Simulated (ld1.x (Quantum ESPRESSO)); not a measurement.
tantalum (Ta): excitation energies, all-electron against ultrasoft

tantalum, ultrasoft, made with ld1.x (Quantum ESPRESSO) 7.5 (LDA (PZ), fully relativistic). Core [Xe] 4f14, reference 5d4 6s1 6p0. Waves: 6s (bound): rcut 2.75, rcutus 3.00 bohr; 6s channel at 1.25 Ry: rcut 2.75, rcutus 3.00 bohr; 6p (bound, empty): rcut 2.45, rcutus 3.15 bohr; 6p channel at 1.9 Ry: rcut 2.45, rcutus 3.15 bohr; 5d (bound): rcut 1.60, rcutus 1.85 bohr; 5d channel at 0.65 Ry: rcut 1.60, rcutus 1.85 bohr. Local part: all-electron potential smoothed inside 1.55 bohr (lloc = -2). Core correction: none. Augmentation charge: built from norm-conserving waves at rcut, not smoothed further.

Open shells are filled in proportion to 2j + 1 (rel_dist='average').

Energies are relative to the spin-unpolarised reference configuration 5d4 6s1 6p0; without spin polarisation the order of configurations can differ from experiment. Not all tests gave a result: 1 of 7 tests not solved or not reliable. Left out of the table: 5d2 6s2 6p1 (solver errors, printed error -1.1 eV).

```
valence configuration  charge  ΔE all-electron (eV)  error AE − PS (meV)
          5d3 6s2 6p0       0                -2.086                  -10
          5d3 6s0 6p0      +2                21.926                  +53
          5d2 6s2 6p0      +1                 5.829                  -92
          5d2 6s0 6p0      +3                45.844                 +145
```

(1) What are ΔE and the potential's error for 5d4 6s0 6p0?

(2) What are ΔE and the potential's error for 5d3 6s1 6p0?

Note: ghost state, extra bound levels that the all-electron valence spectrum of the same l lacks: s at -25.4 eV. A true bound ghost makes a file unfit for plane-wave use.

Answers

(1) ΔE = 8.079 eV all-electron; the error (AE − PS) is +11 meV.

(2) ΔE = 6.618 eV all-electron; the error (AE − PS) is -19 meV.

These tests converged, but a pseudo level misses the all-electron one widely, so the file describes the atom poorly there or has found another state: 5d3 6s0 6p0: empty 6p by 3.3 eV.
